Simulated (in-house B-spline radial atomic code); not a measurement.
Inner levels of gold as electrons are removed. A shift is the extra binding of the orbital against the neutral atom ([Xe] 4f14 5d10 6s1). The density at the nucleus is averaged over the nuclear charge. Computed with a B-spline radial code for spherical atoms: Dirac-Hartree-Fock, average of the configuration, finite nuclei.

| ion | configuration | shift of 2s1/2 (eV) | shift of 1s1/2 (eV) | shift of 2p1/2 (eV) | radius of 2s1/2 (bohr) | radius of 1s1/2 (bohr) | radius of 2p1/2 (bohr) | Σ<r²> (bohr²) | change of density at nucleus (bohr⁻³) |
| --- | --- | --- | --- | --- | --- | --- | --- | --- | --- |
| Au65+ | [Ne] 3s2 3p2 | 5305.71 | 5583.19 | 5363.91 | 0.069489 | 0.016857 | 0.057271 | 0.17136 | -2082.34 |
| Au66+ | [Ne] 3s2 3p1 | ? | ? | ? | ? | ? | ? | ? | ? |
| Au67+ | [Ne] 3s2 | 5676.59 | 6023.26 | 5745.04 | 0.069351 | 0.016852 | 0.057154 | 0.10576 | -1253.55 |
| Au68+ | [Ne] 3s1 | ? | ? | ? | ? | ? | ? | ? | ? |
| Au69+ | [He] 2s2 2p6 | 6031.87 | 6453.31 | 6123.61 | 0.069307 | 0.01685 | 0.057042 | 0.040927 | -67239.3 |
| Au70+ | [He] 2s2 2p5 | 6364.46 | 6967.96 | 6514.04 | 0.069022 | 0.01684 | 0.056722 | 0.035752 | -66709.3 |

Fill in the row of Au66+.

shift of 2s1/2 (eV): 5490.44; shift of 1s1/2 (eV): 5802.2; shift of 2p1/2 (eV): 5553.71; radius of 2s1/2 (bohr): 0.069421; radius of 1s1/2 (bohr): 0.016854; radius of 2p1/2 (bohr): 0.057213; Σ<r²> (bohr²): 0.13826; change of density at nucleus (bohr⁻³): -1666.75.

Fill in the row of Au68+.

shift of 2s1/2 (eV): 5853.66; shift of 1s1/2 (eV): 6237.43; shift of 2p1/2 (eV): 5933.68; radius of 2s1/2 (bohr): 0.06935; radius of 1s1/2 (bohr): 0.016851; radius of 2p1/2 (bohr): 0.057098; Σ<r²> (bohr²): 0.0731; change of density at nucleus (bohr⁻³): -33946.7.
